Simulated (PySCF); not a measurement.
## S¹²⁺ (sulfur, charge +12): Hartree-Fock from Schrödinger to Dirac-Coulomb-Breit

Occupied: 1s1/2, 2s1/2. Hartree-Fock calculated with PySCF 2.14 in an even-tempered Gaussian basis (17 s from 0.62 bohr⁻², ratio 2.7; 11 p from 0.74 bohr⁻², ratio 2.7), Gaussian nucleus throughout. NR is non-relativistic, sf-X2C the spin-free one-electron X2C Hamiltonian, X2C adds the bare one-electron spin-orbit term, X2C-SNSO screens it by Boettger's factors, DC is four-component Dirac-Coulomb, and the Gaunt and Breit terms are added at first order (total energies over the DC spinors, levels after relaxing the spinors in that mean field). QED terms are absent. Levels marked empty are virtual spinors of this ion.

```csv
Hamiltonian,E (hartree),E − E(DC) (hartree),CPU seconds
NR,-295.6739,1.0230,0.12
sf-X2C,-296.6668,0.0300,0.06
X2C,-296.6668,0.0300,0.07
X2C-SNSO,-296.6668,0.0300,0.06
DC,-296.6968,0.0000,1.3
DC+Gaunt,-296.6354,0.0614,3.4
DC+Breit,-296.6364,0.0604,25
```

```tsv
level (eV)	NR	sf-X2C	X2C	X2C-SNSO	DC	DC+Gaunt	DC+Breit
1s1/2	-3058.4	-3067.5	-3067.5	-3067.5	-3068.2	-3066.7	-3066.8
2s1/2	-644.79	-647.24	-647.24	-647.24	-647.30	-647.16	-647.17
2p1/2 (empty)	-562.77	-563.40	-564.73	-564.56	-564.59	-564.36	-564.40
2p3/2 (empty)	-562.77	-563.40	-562.74	-562.83	-562.83	-562.70	-562.73
3s1/2 (empty)	-244.94	-245.65	-245.65	-245.65	-245.67	-245.63	-245.64
```

```
interval (eV)    X2C  X2C-SNSO     DC  DC+Gaunt  DC+Breit
2p3/2 − 2p1/2  1.983     1.734  1.760     1.662     1.662
```

Weight of the small component: 1s1/2 0.00328, 2s1/2 0.000669, 2p1/2 0.000631, 2p3/2 0.000629, 3s1/2 0.000247.

Koopmans' value for the highest occupied level at DC+Breit: 647.17 eV, against an ionisation energy of 651.96 ± 0.12 eV (semi-empirical (NIST evaluation); NIST Atomic Spectra Database, ionization energies); the former lacks relaxation, correlation, QED and recoil.

The whole ladder took 30 s of wall time on 1 thread of Intel(R) Xeon(R) 6975P-C (shared host), launched as `OMP_NUM_THREADS=1 python relrun2.py TASK.json OUT` (a driver that calls PySCF for each Hamiltonian).
